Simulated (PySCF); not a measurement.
H5W, SMILES [WH5+] (connectivity only; charge and spin as stated), charge +1, multiplicity 1.

Geometry: B3LYP-D3(BJ)/def2-TZVPD. The multiplicity is an assumed one; other spin states were not compared. The def2 effective core potentials stand for the cores of W; spin–orbit coupling is left out.

Two levels are set side by side: TDDFT-PBE/def2-TZVPD (PySCF) and TDDFT-M06-2X/def2-TZVPD (PySCF). Vertical, same geometry. The lowest singlet is HOMO→LUMO 99 % with PBE and HOMO→LUMO 94 % with the other functional; states are paired by order. Differences are taken from unrounded values.

| quantity | TDDFT-M06-2X | TDDFT-PBE | TDDFT-PBE minus TDDFT-M06-2X |
|---|---|---|---|
| lowest singlet excitation (eV) | 2.32 | 2.24 | -0.08 |
| lowest triplet excitation (TDA) (eV) | 1.62 | 1.38 | -0.23 |

Functionals without exact exchange tend to place singlet excitations lower, as here. Differences between two approximate levels are no errors against the true value.

Rough cost on one machine, each run with all the roots and properties that it gave: TDDFT-M06-2X against TDDFT-PBE about 10 times.
